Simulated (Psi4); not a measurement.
C$_{3}$H$_{7}$O, charge -1, singlet, geometry from GFN2-xTB (a gas-phase anion, which may not be bound at this level); BHHLYP/STO-3G run with Psi4 1.11.

The Psi4 input:
```
memory 2 GB

molecule {
-1 1
  O     0.01823501    1.37628744   -0.15362689
  C    -0.09424939    0.01751935    0.32858163
  H     0.90144779    1.68636386    0.08302539
  H     0.02709496    0.11753802    1.47927146
  C    -1.34913492   -0.60397912   -0.20855998
  C     1.14128104   -0.77163573   -0.13274807
  H     1.12211756   -0.86007510   -1.21725121
  H    -2.21575065   -0.09949866    0.29577540
  H     2.07674729   -0.27977663    0.16927314
  H    -1.37045637   -1.65452658    0.19827109
  H     1.12553881   -1.77175148    0.29700833
}

set basis sto-3g
set scf_type pk
set puream true
set d_convergence 1e-8
set dft_radial_points 99
set dft_spherical_points 590

energy('bhhlyp')
print_variables()
```

Problem. Predict the main parts of the log of this Psi4 run.

Solution. 
```
   => Loading Basis Set <=

    Name: STO-3G
    Role: ORBITAL
    Keyword: BASIS

         ---------------------------------------------------------
                                   SCF
               by Justin Turney, Rob Parrish, Andy Simmonett
                          and Daniel G. A. Smith
                              RKS Reference
         ---------------------------------------------------------

  ==> Geometry <==

    Molecular point group: c1
    Full point group: C1

    Geometry (in Angstrom), charge = -1, multiplicity = 1:

       Center              X                  Y                   Z               Mass
    ------------   -----------------  -----------------  -----------------  -----------------
         O            0.046241763920     1.328322168217    -0.131706743735    15.994914619570
         C           -0.066242636080    -0.030445921783     0.350501776265    12.000000000000
         H            0.929454543920     1.638398588217     0.104945536265     1.007825032230
         H            0.055101713920     0.069572748217     1.501191606265     1.007825032230
         C           -1.321128166080    -0.651944391783    -0.186639833735    12.000000000000
         C            1.169287793920    -0.819601001783    -0.110827923735    12.000000000000
         H            1.150124313920    -0.908040371783    -1.195331063735     1.007825032230
         H           -2.187743896080    -0.147463931783     0.317695546265     1.007825032230
         H            2.104754043920    -0.327741901783     0.191193286265     1.007825032230
         H           -1.342449616080    -1.702491851783     0.220191236265     1.007825032230
         H            1.153545563920    -1.819716751783     0.318928476265     1.007825032230

  Running in c1 symmetry.

  Rotational constants: A =      0.29255  B =      0.28843  C =      0.16300 [cm^-1]
  Rotational constants: A =   8770.40298  B =   8646.80283  C =   4886.72822 [MHz]
  Nuclear repulsion =  125.792702750746926

  Charge       = -1
  Multiplicity = 1
  Electrons    = 34
  Nalpha       = 17
  Nbeta        = 17

  ==> Algorithm <==

  SCF Algorithm Type is PK.
  DIIS enabled.
  MOM disabled.
  Fractional occupation disabled.
  Guess Type is SAD.
  Energy threshold   = 1.00e-06
  Density threshold  = 1.00e-08
  Integral threshold = 1.00e-12

  ==> Primary Basis <==

  Basis Set: STO-3G
    Blend: STO-3G
    Number of shells: 19
    Number of basis functions: 27
    Number of Cartesian functions: 27
    Spherical Harmonics?: true
    Max angular momentum: 1

  ==> DFT Potential <==

   => LibXC <=

    Version 7.1.2
    S. Lehtola, C. Steigemann, M. J. T. Oliveira, and M. A. L. Marques,  SoftwareX 7, 1–5 (2018) (10.1016/j.softx.2017.11.002)

   => Composite Functional: BHANDHLYP <=

    BHandHLYP Hyb-GGA Exchange-Correlation Functional

    A. D. Becke,  J. Chem. Phys. 98, 1372 (1993) (10.1063/1.464304)
    Defined through Gaussian implementation.

    Deriv               =              1
    GGA                 =           TRUE
    Meta                =          FALSE

    Exchange Hybrid     =           TRUE
    MP2 Hybrid          =          FALSE

   => Exchange Functionals <=

    0.5000         Becke 88

   => Exact (HF) Exchange <=

    0.5000               HF

   => Correlation Functionals <=

    1.0000   Lee, Yang & Parr

   => LibXC Density Thresholds  <==

    XC_HYB_GGA_XC_BHANDHLYP:  1.00E-15

   => Molecular Quadrature <=

    Radial Scheme          =       TREUTLER
    Pruning Scheme         =           NONE
    Nuclear Scheme         =       TREUTLER

    Blocking Scheme        =         OCTREE
    BS radius alpha        =              1
    Pruning alpha          =              1
    Radial Points          =             99
    Spherical Points       =            590
    Total Points           =         600547
    Total Blocks           =           4220
    Max Points             =            256
    Max Functions          =             27
    Weights Tolerance      =       1.00E-15

  ==> Integral Setup <==

  Using in-core PK algorithm.
   Calculation information:
      Number of atoms:                  11
      Number of AO shells:              19
      Number of primitives:             57
      Number of atomic orbitals:        27
      Number of basis functions:        27

      Integral cutoff                 1.00e-12
      Number of threads:                 1

  Performing in-core PK
  Using 143262 doubles for integral storage.
  We computed 17564 shell quartets total.
  Whereas there are 18145 unique shell quartets.

  ==> DiskJK: Disk-Based J/K Matrices <==

    J tasked:                  Yes
    K tasked:                  Yes
    wK tasked:                  No
    Schwarz Cutoff:          1E-12

  Minimum eigenvalue in the overlap matrix is 2.1292769397E-01.
  Reciprocal condition number of the overlap matrix is 8.6631132464E-02.
    Using symmetric orthogonalization.

  ==> Pre-Iterations <==

  SCF Guess: Superposition of Atomic Densities via on-the-fly atomic UHF (no occupation information).

   -------------------------
    Irrep   Nso     Nmo
   -------------------------
     A         27      27
   -------------------------
    Total      27      27
   -------------------------

  ==> Iterations <==

                        Total Energy        Delta E     RMS |[F,P]|

   @RKS iter SAD:  -188.38899927491263   -1.88389e+02   0.00000e+00
   @RKS iter   1:  -190.81629570968482   -2.42730e+00   1.38895e-02 DIIS/ADIIS
   @RKS iter   2:  -190.88773376192447   -7.14381e-02   8.09626e-03 DIIS/ADIIS
   @RKS iter   3:  -190.91832234858157   -3.05886e-02   9.39228e-04 DIIS/ADIIS
   @RKS iter   4:  -190.91872079397919   -3.98445e-04   2.25981e-04 DIIS/ADIIS
   @RKS iter   5:  -190.91874976207441   -2.89681e-05   2.32410e-05 DIIS
   @RKS iter   6:  -190.91875030954677   -5.47472e-07   7.40390e-06 DIIS
   @RKS iter   7:  -190.91875034264038   -3.30936e-08   1.32318e-06 DIIS
   @RKS iter   8:  -190.91875034390435   -1.26397e-09   1.58175e-07 DIIS
   @RKS iter   9:  -190.91875034392314   -1.87867e-11   6.31662e-08 DIIS
   @RKS iter  10:  -190.91875034392541   -2.27374e-12   5.36011e-09 DIIS
  Energy and wave function converged.

  ==> Post-Iterations <==

   Electrons on quadrature grid:
      Ntotal   =   34.0000013124 ; deviation = 1.312e-06

    Orbital Energies [Eh]
    ---------------------

    Doubly Occupied:

       1A    -19.146202     2A    -10.196776     3A    -10.180036
       4A     -9.877413     5A     -0.845321     6A     -0.594583
       7A     -0.453227     8A     -0.320119     9A     -0.275338
      10A     -0.243759    11A     -0.233159    12A     -0.172061
      13A     -0.081117    14A     -0.042626    15A     -0.027153
      16A      0.009992    17A      0.223029

    Virtual:

      18A      0.625869    19A      0.689606    20A      0.706688
      21A      0.753064    22A      0.776490    23A      0.785614
      24A      0.801330    25A      0.922871    26A      0.932051
      27A      0.946433

    Final Occupation by Irrep:
              A
    DOCC [    17 ]
    NA   [    17 ]
    NB   [    17 ]

  @RKS Final Energy:  -190.91875034392541

   => Energetics <=

    Nuclear Repulsion Energy =            125.7927027507469262
    One-Electron Energy =                -518.0829182719818391
    Two-Electron Energy =                 215.8928453878526454
    DFT Exchange-Correlation Energy =     -14.5213802105431196
    Empirical Dispersion Energy =           0.0000000000000000
    VV10 Nonlocal Energy =                  0.0000000000000000
    Total Energy =                       -190.9187503439254101

Computation Completed

Properties will be evaluated at   0.000000,   0.000000,   0.000000 [a0]

Properties computed using the SCF density matrix

 Multipole Moments:

 ------------------------------------------------------------------------------------
     Multipole            Electronic (a.u.)      Nuclear  (a.u.)        Total (a.u.)
 ------------------------------------------------------------------------------------

 L = 1.  Multiply by 2.5417464519 to convert [e a0] to [Debye]
 Dipole X            :          0.3954105            1.7465278            2.1419383
 Dipole Y            :          3.5791404           -2.9911606            0.5879799
 Dipole Z            :         -0.7709405            1.3669613            0.5960208
 Magnitude           :                                                    2.2997524

 ------------------------------------------------------------------------------------

  Variable Map:
  ----------------------------------------------------------------------------
  "CURRENT ENERGY"              =>    -190.918750343925
  "CURRENT REFERENCE ENERGY"    =>    -190.918750343925
  "DD SOLVATION ENERGY"         =>       0.000000000000
  "DFT FUNCTIONAL TOTAL ENERGY" =>    -190.918750343925
  "DFT TOTAL ENERGY"            =>    -190.918750343925
  "DFT VV10 ENERGY"             =>       0.000000000000
  "DFT XC ENERGY"               =>     -14.521380210543
  "GRID ELECTRONS ALPHA"        =>      17.000000656180
  "GRID ELECTRONS BETA"         =>      17.000000656180
  "GRID ELECTRONS TOTAL"        =>      34.000001312360
  "NUCLEAR REPULSION ENERGY"    =>     125.792702750747
  "ONE-ELECTRON ENERGY"         =>    -518.082918271982
  "PCM POLARIZATION ENERGY"     =>       0.000000000000
  "PE ENERGY"                   =>       0.000000000000
  "SCF ITERATION ENERGY"        =>    -190.918750343925
  "SCF ITERATIONS"              =>      10.000000000000
  "SCF TOTAL ENERGY"            =>    -190.918750343925
  "TWO-ELECTRON ENERGY"         =>     215.892845387853
  "XC GRID RADIAL POINTS"       =>      99.000000000000
  "XC GRID SPHERICAL POINTS"    =>     590.000000000000
  "XC GRID TOTAL POINTS"        =>  600547.000000000000

  Array Variable Map:
  ----------------------------------------------------------------------------
  "CURRENT DIPOLE"              =>       2.141938315120 ... 0.596020831440 1 by 3
  "SCF DIPOLE"                  =>       2.141938315120 ... 0.596020831440 1 by 3
  "SCF TOTAL ENERGIES"          =>    -188.388999274913 ... -190.918750343925 1 by 11
```
